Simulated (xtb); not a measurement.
GeO, triplet, from a rough starting geometry (the spin is typed, not shown lowest); GFN2-xTB (xtb).

xtb was given this input:
```
$ xtb mol.xyz --gfn 2 --uhf 2 --opt vtight --json

# file mol.xyz
2

Ge     0.84707140    -0.01595182     0.03465373
O     -0.75519137     0.04211517     0.03746482
```

**Question.** Write the output that xtb gives for this input, abridged.

**Answer.** 
```
   ID    Z sym.   atoms
    1   32 Ge     1
    2    8 O      2

           -------------------------------------------------
          |                Calculation Setup                |
           -------------------------------------------------

           -------------------------------------------------
          |                 G F N 2 - x T B                 |
           -------------------------------------------------

          ...................................................
          :                      SETUP                      :
          :.................................................:
          :  # basis functions                  14          :
          :  # atomic orbitals                  13          :
          :  # shells                            5          :
          :  # electrons                        10          :
          :  max. iterations                   250          :
          :  Hamiltonian                  GFN2-xTB          :
          :  restarted?                      false          :
          :  GBSA solvation                  false          :
          :  PC potential                    false          :
          :  electronic temp.          300.0000000     K    :
          :  accuracy                    1.0000000          :
          :  -> integral cutoff          0.2500000E+02      :
          :  -> integral neglect         0.1000000E-07      :
          :  -> SCF convergence          0.1000000E-05 Eh   :
          :  -> wf. convergence          0.1000000E-03 e    :
          :  Broyden damping             0.4000000          :
          :  net charge                          0          :
          :  unpaired electrons                  2          :
          ...................................................

 iter      E             dE          RMSdq      gap      omega  full diag
   1     -5.3212483 -0.532125E+01  0.299E+01    0.00       0.0  T
   2     -5.4052213 -0.839730E-01  0.170E+01    0.00       1.0  T
   3     -5.8633691 -0.458148E+00  0.935E+00    0.00       1.0  T
   4     -5.8615256  0.184348E-02  0.582E+00    0.00       1.0  T
   5     -5.8748364 -0.133108E-01  0.105E+00    0.00       1.0  T
   6     -5.8747564  0.800503E-04  0.104E+00    0.00       1.0  T
   7     -5.8749540 -0.197572E-03  0.596E-02    0.00       1.2  T
   8     -5.8749597 -0.576779E-05  0.755E-02    0.00       1.0  T
   9     -5.8749601 -0.361341E-06  0.311E-02    0.00       2.3  T
  10     -5.8749601 -0.551297E-07  0.231E-02    0.00       3.1  T
  11     -5.8749602 -0.444348E-07  0.897E-04    0.00      78.9  T
  12     -5.8749602 -0.479847E-10  0.148E-04    0.00     477.6  T

   *** convergence criteria satisfied after 12 iterations ***

 transition dipole moment (au) for excitation:           5           6
     X       Y       Z
   0.0198   0.5387   0.1810  total (au/Debye):    0.569   1.445
 dE (eV)             :    5.523
 oscillator strength :  0.61889E-01

         :::::::::::::::::::::::::::::::::::::::::::::::::::::
         ::                     SUMMARY                     ::
         :::::::::::::::::::::::::::::::::::::::::::::::::::::
         :: total energy              -5.859874986654 Eh    ::
         :: gradient norm              0.052997420159 Eh/a0 ::
         :: HOMO-LUMO gap              0.000000000000 eV    ::
         ::.................................................::
         :: SCC energy                -5.874960188923 Eh    ::
         :: -> isotropic ES            0.001989207664 Eh    ::
         :: -> anisotropic ES          0.002762006091 Eh    ::
         :: -> anisotropic XC         -0.001046468798 Eh    ::
         :: -> dispersion             -0.000497243638 Eh    ::
         :: repulsion energy           0.015085202269 Eh    ::
         :: add. restraining           0.000000000000 Eh    ::
         :: total charge               0.000000000101 e     ::
         :::::::::::::::::::::::::::::::::::::::::::::::::::::

[...]
 * total energy  :    -5.8598750 Eh     change       -0.8331114E-12 Eh
 * total energy  :    -5.8612862 Eh     change       -0.1411199E-02 Eh
 * total energy  :    -5.8621237 Eh     change       -0.8374900E-03 Eh
 * total energy  :    -5.8621628 Eh     change       -0.3911443E-04 Eh
 * total energy  :    -5.8621635 Eh     change       -0.7078074E-06 Eh
 * total energy  :    -5.8621637 Eh     change       -0.1754846E-06 Eh
 * total energy  :    -5.8621637 Eh     change       -0.5345058E-11 Eh
   *** GEOMETRY OPTIMIZATION CONVERGED AFTER 7 ITERATIONS ***
         :: total energy              -5.862163672937 Eh    ::
[...]
         :: gradient norm              0.000000124206 Eh/a0 ::
         :: HOMO-LUMO gap              0.000000000000 eV    ::
         ::.................................................::
         :: SCC energy                -5.870314393064 Eh    ::
         :: -> isotropic ES            0.001956834085 Eh    ::
         :: -> anisotropic ES          0.003272245923 Eh    ::
         :: -> anisotropic XC         -0.001036423546 Eh    ::
         :: -> dispersion             -0.000500099892 Eh    ::
         :: repulsion energy           0.008150720127 Eh    ::
         :: add. restraining           0.000000000000 Eh    ::
         :: total charge               0.000000000001 e     ::
         :::::::::::::::::::::::::::::::::::::::::::::::::::::

           -------------------------------------------------
          |                Property Printout                |
           -------------------------------------------------

    * Orbital Energies and Occupations

         #    Occupation            Energy/Eh            Energy/eV
      -------------------------------------------------------------
         1        2.0000           -0.6895353             -18.7632
         2        2.0000           -0.6100830             -16.6012
         3        2.0000           -0.4890585             -13.3080
         4        2.0000           -0.4890585             -13.3080
         5        1.0000           -0.4604829             -12.5304
         6        0.5000           -0.2631132              -7.1597 (HOMO)
         7        0.5000           -0.2631132              -7.1597 (LUMO)
         8                         -0.1025849              -2.7915
         9                         -0.0501889              -1.3657
        10                         -0.0501889              -1.3657
        11                          0.0566867               1.5425
        12                          0.0566867               1.5425
        13                          0.4761277              12.9561
      -------------------------------------------------------------
                  HL-Gap            0.0000000 Eh            0.0000 eV
             Fermi-level           -0.3687773 Eh          -10.0349 eV

     #   Z          covCN         q      C6AA      α(0)
     1  32 Ge       0.784     0.282   281.601    35.906
     2   8 O        0.784    -0.282    19.488     5.917

 Mol. C6AA /au·bohr⁶  :        435.518887
 Mol. C8AA /au·bohr⁸  :      32125.092361
 Mol. α(0) /au        :         41.822647

Wiberg/Mayer (AO) data.
largest (>0.10) Wiberg bond orders for each atom

 ---------------------------------------------------------------------------
     #   Z sym  total        # sym  WBO       # sym  WBO       # sym  WBO
 ---------------------------------------------------------------------------
     1  32 Ge   1.677 --     2 O    1.677
     2   8 O    1.677 --     1 Ge   1.677
 ---------------------------------------------------------------------------

Topologies differ in total number of bonds
Writing topology from bond orders to xtbtopo.mol

molecular dipole:
                 x           y           z       tot (Debye)
 q only:        0.891      -0.032      -0.002
   full:        1.260      -0.046      -0.002       3.204
molecular quadrupole (traceless):
                xx          xy          yy          xz          yz          zz
 q only:        0.156       0.029      -0.079       0.091      -0.003      -0.077
  q+dip:        1.279      -0.017      -0.640       0.126      -0.005      -0.639
   full:        0.106       0.047      -0.054       0.129      -0.005      -0.051

optimized geometry written to: xtbopt.xyz

           -------------------------------------------------
          | TOTAL ENERGY               -5.862163672937 Eh   |
          | GRADIENT NORM               0.000000124206 Eh/α |
          | HOMO-LUMO GAP               0.000000000000 eV   |
           -------------------------------------------------
```
